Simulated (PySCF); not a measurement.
Molecule: `C#C[C@H](C=O)C(Cl)Cl`, C₅H₄Cl₂O.

Bonds (- single, = double, # triple, : aromatic): C1#C2, C2-C3, C3-C4, C4=O5, C3-C6, C6-Cl7, C6-Cl8. C1 carries H9; C3 carries H10; C4 carries H11; C6 carries H12. Stereochemistry as in C#C[C@H](C=O)C(Cl)Cl.

Frames of a GFN2-xTB Langevin trajectory at 300 K; GIAO PBE0/pcSseg-1 shieldings in PySCF 2.14, gas phase, non-relativistic; equivalent atoms averaged within each frame.

Referencing at the same level of theory: TMS for 13C (σ = 186.93 ppm) and 1H (σ = 31.72 ppm); 17O (σ = 336.08 ppm) against H2O; 35Cl (σ = 949.78 ppm) vs HCl. The references are static minima.

Problem. How do the shifts (ppm) fluctuate along the trajectory?

Solution. 
```csv
time (fs),C4,C1,C2,C6,C3,O5,Cl7,Cl8,H11,H12
optimised geometry,199.9,85.5,80.2,84.8,60.5,690.7,271,266,9.68,6.47
250,197.9,87.9,81.7,77.7,56.8,666.2,251,194,9.84,5.87
425,195.0,96.0,81.5,72.9,73.3,657.0,278,311,10.16,4.93
625,202.9,87.1,81.5,77.3,71.2,701.1,247,290,9.94,6.10
800,214.8,88.1,83.9,85.8,64.8,786.0,211,380,10.53,6.22
1000,193.2,85.8,84.4,95.5,58.0,697.1,282,355,9.39,6.05
mean of frames,200.7,89.0,82.6,81.8,64.8,701.5,254,306,9.97,5.83
standard deviation,8.7,4.0,1.4,9.0,7.5,51.0,29,72,0.42,0.52
```

5 frames give an uncertainty of the mean of about the standard deviation over 2.2 at best, since frames this close in time may not be independent; classical motion lacks zero-point vibration, and the reference would need the same averaging.
